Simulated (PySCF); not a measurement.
## 2 MgF₂ → Mg₂F₄

Level: B3LYP in the def2-TZVP basis family, all electrons, no relativity, computed in PySCF with density fitting; open shells unrestricted.

```csv
species,state and structure,ZPE (kJ/mol),H(298 K) − H(0) (kJ/mol),S° (J/(mol K))
MgF₂,"singlet, D∞h, Mg–F 1.751 Å (×2)",10.4,12.7,248.2
Mg₂F₄,"singlet, D2h, Mg–F 1.753 Å (×2), Mg–F 1.904 Å (×4); F–Mg–F 81.9° (×2), F–Mg–F 139.1° (×4), Mg–F–Mg 98.1° (×2)",25.8,23.3,364.1
```

Q: Is the gas-phase reaction uphill or downhill in electronic energy at this level, and by how much?

A: At B3LYP/def2-TZVP, ΔE = -239.5 kJ/mol, downhill.

Q: Add zero-point, thermal and entropy terms for 298.15 K and 1 bar.

A: ΔZPE = 5.0 and Δ[H(298) − H(0)] = -2.1 kJ/mol give ΔH° = -236.6 kJ/mol. ΔS° = -132.3 J/(mol K), so ΔG° = -236.6 − 298.15 × (-0.1323) = -197 kJ/mol. ΔG° would change sign near 1790 K if ΔH° and ΔS° stayed fixed.

Each species is the lowest minimum found with this bonding; other isomers or fragments can lie lower.
